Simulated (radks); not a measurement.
Polarisabilities and homonuclear dispersion coefficients (atomic units). Calculated with a radial shooting solver on a logarithmic mesh with Libxc functionals: scalar-relativistic Kohn-Sham, PBE, spin-unpolarised, spherical densities, finite nucleus; Fermi nuclear charge, rms radius of each element as measured or else 0.836 A^(1/3) + 0.57 fm. Response by self-consistent Sternheimer equations with the Hartree and adiabatic LDA kernel, the relativistic mass of each level held fixed and spin-orbit coupling left out. "Uncoupled" leaves out the induced potential. Quadrupole and octupole values are given only where no p, d or f shell is open.

Zn: configuration [Ar] 3d10 4s2; alpha1 (bohr^3) 37.93; alpha1, uncoupled 66.66; alpha2 (bohr^5) 323.6; alpha3 (bohr^7) 5175; C6 274.1; C8 12990; recommended alpha1 38.67 +/- 0.3
Ga+: configuration [Ar] 3d10 4s2; alpha1 (bohr^3) 17.19; alpha1, uncoupled 30.30; alpha2 (bohr^5) 77.76; alpha3 (bohr^7) 656.9; C6 86.77; C8 2315
Ge2+: configuration [Ar] 3d10 4s2; alpha1 (bohr^3) 10.05; alpha1, uncoupled 17.43; alpha2 (bohr^5) 30.08; alpha3 (bohr^7) 168.5; C6 38.98; C8 712.6
As3+: configuration [Ar] 3d10 4s2; alpha1 (bohr^3) 6.623; alpha1, uncoupled 11.27; alpha2 (bohr^5) 14.50; alpha3 (bohr^7) 59.54; C6 20.73; C8 284.3
Se4+: configuration [Ar] 3d10 4s2; alpha1 (bohr^3) 4.680; alpha1, uncoupled 7.835; alpha2 (bohr^5) 7.957; alpha3 (bohr^7) 25.34; C6 12.20; C8 132.3
Br5+: configuration [Ar] 3d10 4s2; alpha1 (bohr^3) 3.467; alpha1, uncoupled 5.718; alpha2 (bohr^5) 4.757; alpha3 (bohr^7) 12.20; C6 7.699; C8 68.35
Kr6+: configuration [Ar] 3d10 4s2; alpha1 (bohr^3) 2.658; alpha1, uncoupled 4.325; alpha2 (bohr^5) 3.023; alpha3 (bohr^7) 6.410; C6 5.110; C8 38.06
Rb7+: configuration [Ar] 3d10 4s2; alpha1 (bohr^3) 2.091; alpha1, uncoupled 3.362; alpha2 (bohr^5) 2.013; alpha3 (bohr^7) 3.600; C6 3.526; C8 22.44
Sr8+: configuration [Ar] 3d10 4s2; alpha1 (bohr^3) 1.679; alpha1, uncoupled 2.670; alpha2 (bohr^5) 1.390; alpha3 (bohr^7) 2.130; C6 2.509; C8 13.84

Recommended values: Schwerdtfeger and Nagle, table of static dipole polarisabilities (2023 update), measured or computed.
